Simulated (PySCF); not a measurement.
Job for PySCF: R-MP2/6-31G* on C2H6O (SMILES CCO), a point of a torsion scan.

```python
from pyscf import gto, scf, dft, mp
from pyscf.data.elements import chemcore

mol = gto.M(
    atom='''
    C    -0.96290529    0.28351645    0.03084728
    C     0.40121858   -0.34545113   -0.21156792
    O     1.47181475    0.47255878    0.21476283
    H    -1.74655848   -0.37325187   -0.33691937
    H    -1.03898407    1.23814491   -0.48682258
    H    -1.12203210    0.44754533    1.09599760
    H     0.45891226   -1.30983848    0.31547290
    H     0.55446303   -0.53128780   -1.27917893
    H     1.13699754    1.11316363    0.85045907
    ''',
    basis='6-31g*',
    cart=True,
    charge=0, spin=0, verbose=3, max_memory=1800)
mf = scf.RHF(mol)
mf.conv_tol = 1e-8
mf.max_cycle = 100
mf.kernel()
if not mf.converged:
    mf = mf.newton().run(mf.mo_coeff, mf.mo_occ)
pt = mp.MP2(mf, frozen=chemcore(mol)).run()
```

Predict the final total energy.

-154.5145 hartree.
